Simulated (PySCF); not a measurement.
The isolated species `F/C=C(\F)[SiH3]` is ionised with synchrotron light (hν = 2900.0 eV). Calculated photoelectron kinetic energies of its computed core levels, recoil neglected:

```tsv
line	kinetic energy (eV)
1	2792.60
2	2791.98
3	2607.32
4	2606.91
5	2206.82
6	2206.55
7	1052.83
```

Level of theory: PySCF 2.14.0, delta-SCF UKS SCAN, pcX-2 on the ionised atom, pcseg-1 elsewhere, spin-free X2C.

Q: Which element, shell and site does each line come from? Numbering: `[F:1]/[CH:2]=[C:3](\[F:4])[SiH3:5]`.

A: Against the vacuum level, binding energy = hν − kinetic energy.

```tsv
line	binding energy (eV)	level	atoms	environment
1	107.40	Si 2p3/2	Si5	SiH3 silicon
2	108.02	Si 2p1/2	Si5	SiH3 silicon
3	292.68	C 1s	C3	vinylic C–F carbon
4	293.09	C 1s	C2	vinylic C–F carbon
5	693.18	F 1s	F4	vinyl fluorine
6	693.45	F 1s	F1	vinyl fluorine
7	1847.17	Si 1s	Si5	SiH3 silicon
```

Q: Where does line 1 move with hν = 1253.6 eV?

A: To 1253.6 − 107.40 = 1146.20 eV; every photoline shifts by the change in photon energy, -1646.4 eV.

The listed C 1s values span 0.41 eV, from C3 (bonded to F, C (double bond) and Si) to C2 (bonded to F, C (double bond) and H).

Q: Which photon energy gives electrons from Si 1s of Si5 a kinetic energy of 150 eV, and what is their de Broglie wavelength?

A: hν = 1847.17 + 150 = 1997.17 eV, recoil neglected; λ = 12.264 Å/√(E/eV) = 1.00 Å.

Other core shells, valence and Auger electrons aren't listed. Spin–orbit coupling isn't in the SCF: each 2p doublet comes from a relaxed spin-free hole plus a matrix of the shell (mean-field spin–orbit coupling and the ground-state 2p splitting), with 2p3/2 averaged over its two sublevels. 2p1/2 minus 2p3/2 (ligand field included): Si 0.62 eV. Isolated species at its PBE0-D3(BJ)/def2-SVP geometry, gas phase.
